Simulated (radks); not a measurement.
Task: Species: Lu2+. Configuration: [Xe] 4f14 6s1 (the NIST ground configuration). Calculated with a radial shooting solver on a logarithmic mesh with Libxc functionals: scalar-relativistic Kohn-Sham, LDA (Slater exchange, Perdew-Wang correlation), spin-polarised, spherical densities, point nucleus; open shells are filled with parallel spins first (spin-orbit coupling, left out, can overturn this in heavy ions). Some entries of the table are withheld. Estimate them.

| orbital | occ. | eigenvalue (eV) | <r^2> (bohr^2) |
|---|---|---|---|
| 1s up | 1 | -63208.92 | 0.0005126 |
| 1s down | 1 | -63208.90 | 0.0005126 |
| 2s up | 1 | -10775.26 | 0.007927 |
| 2s down | 1 | -10775.25 | 0.007927 |
| 2p up | 3 | -9484.972 | 0.006498 |
| 2p down | 3 | -9484.962 | 0.006498 |
| 3s up | 1 | -2454.730 | 0.05177 |
| 3s down | 1 | -2454.724 | 0.05177 |
| 3p up | 3 | -2067.599 | 0.05232 |
| 3p down | 3 | -2067.594 | 0.05232 |
| 3d up | 5 | -1602.084 | 0.04347 |
| 3d down | 5 | -1602.078 | 0.04347 |
| 4s up | 1 | -501.9335 | 0.2583 |
| 4s down | 1 | -501.9243 | 0.2583 |
| 4p up | 3 | -374.8582 | 0.2940 |
| 4p down | 3 | -374.8464 | 0.2940 |
| 4d up | 5 | -209.1230 | 0.3487 |
| 4d down | 5 | -209.1062 | 0.3487 |
| 5s up | 1 | -78.7066 | (1) |
| 5s down | 1 | -78.6225 | (2) |
| 5p up | 3 | (3) | 2.170 |
| 5p down | 3 | (4) | 2.150 |
| 4f up | 7 | -27.2317 | 0.6848 |
| 4f down | 7 | -27.1897 | 0.6787 |
| 6s up | 1 | (5) | 10.20 |
| 6s down | 0 | (6) | 10.32 |

Result: 
(1) 5s up <r^2> (bohr^2): 1.535
(2) 5s down <r^2> (bohr^2): 1.531
(3) 5p up eigenvalue (eV): -49.1035
(4) 5p down eigenvalue (eV): -48.9431
(5) 6s up eigenvalue (eV): -18.3036
(6) 6s down eigenvalue (eV): -17.3244
